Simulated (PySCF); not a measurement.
# [InH2]+ at several levels of theory

All levels use the PBE0 minimum (singlet; In–H 1.666 Å (×2); H–In–H 180.0°), basis [In def2-TZVP with ECP28, H def2-TZVP], scalar-relativistic core potentials, density fitting, no spin–orbit coupling, PySCF. For vertical energies the ionised species is a doublet (spins chosen at PBE0 and kept) and the electron-attached one a doublet. Open shells are unrestricted, also as the reference of the correlated levels. A dash marks a value that was not computed or is not defined at that level.

Coordinates in bohr (charge 1 multiplicity 1):
```
In    0.0000    0.0000    0.0000
H     0.0000    0.0000    3.1474
H     0.0000    0.0000   -3.1474
```

```json
{"level": "PBE0", "vertical IP (eV)": "?", "vertical EA (eV)": "?", "−ε(HOMO) (eV)": "?", "gap (eV)": "?"}
{"level": "CCSD(T)", "vertical IP (eV)": "?", "vertical EA (eV)": "?", "−ε(HOMO) (eV)": "–", "gap (eV)": "–"}
{"level": "HF", "vertical IP (eV)": "17.57", "vertical EA (eV)": "5.32", "−ε(HOMO) (eV)": "18.53", "gap (eV)": "13.49"}
{"level": "PBE", "vertical IP (eV)": "18.38", "vertical EA (eV)": "5.90", "−ε(HOMO) (eV)": "14.57", "gap (eV)": "5.89"}
{"level": "r2SCAN", "vertical IP (eV)": "18.42", "vertical EA (eV)": "6.00", "−ε(HOMO) (eV)": "14.87", "gap (eV)": "6.58"}
{"level": "B3LYP", "vertical IP (eV)": "18.53", "vertical EA (eV)": "5.93", "−ε(HOMO) (eV)": "15.57", "gap (eV)": "7.36"}
{"level": "TPSSh", "vertical IP (eV)": "18.38", "vertical EA (eV)": "5.83", "−ε(HOMO) (eV)": "15.19", "gap (eV)": "7.04"}
{"level": "MP2", "vertical IP (eV)": "18.42", "vertical EA (eV)": "5.75", "−ε(HOMO) (eV)": "–", "gap (eV)": "–"}
{"level": "BHandHLYP", "vertical IP (eV)": "18.42", "vertical EA (eV)": "5.78", "−ε(HOMO) (eV)": "16.83", "gap (eV)": "9.68"}
{"level": "CAM-B3LYP", "vertical IP (eV)": "18.59", "vertical EA (eV)": "5.93", "−ε(HOMO) (eV)": "17.10", "gap (eV)": "10.09"}
```

Fill in the row of CCSD(T).

vertical IP (eV) 18.47, vertical EA (eV) 5.80.

Fill in the row of PBE0.

vertical IP (eV) 18.43, vertical EA (eV) 5.89, −ε(HOMO) (eV) 15.73, gap (eV) 7.89.

For InH₂⁺ itself CCSD(T) correlates 14 electrons; T1 = 0.016, D1 = 0.055, (T) = -16 kJ/mol.

Spin contamination in at least one species weakens the values at: HF, MP2.
